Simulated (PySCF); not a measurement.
```xyz
3
charge 0 multiplicity 3, angstrom
Ge    0.1542    0.1071   -0.2921
H    -0.6158   -0.4275   -1.5412
F    -0.5652   -0.3924    1.2173
```

Method: UPBE0 in PySCF with Ge def2-TZVP, H def2-TZVP, F def2-TZVP; no relativity; density-fitted integrals.

This geometry of GeHF is a stationary point at this level.

What is the point group?

Cs.

Is it a minimum?

Yes: all harmonic wavenumbers are real.

List the harmonic modes with their infrared intensities.


```
symmetry  ω (cm⁻¹)  IR (km/mol)     type
      a'       566         13.3     bend
      a'       687         84.6  stretch
      a'      1923         11.6  stretch
```

What are the dipole moment and the gap between the highest occupied and lowest empty levels of either spin?

1.91 D and 1.01 eV.

What is the atomisation energy, with and without zero-point energy?

618 kJ/mol without, 599 kJ/mol with.

This need not be the most stable arrangement of these atoms. At this level a singlet minimum of Cs symmetry lies 172 kJ/mol below this structure.
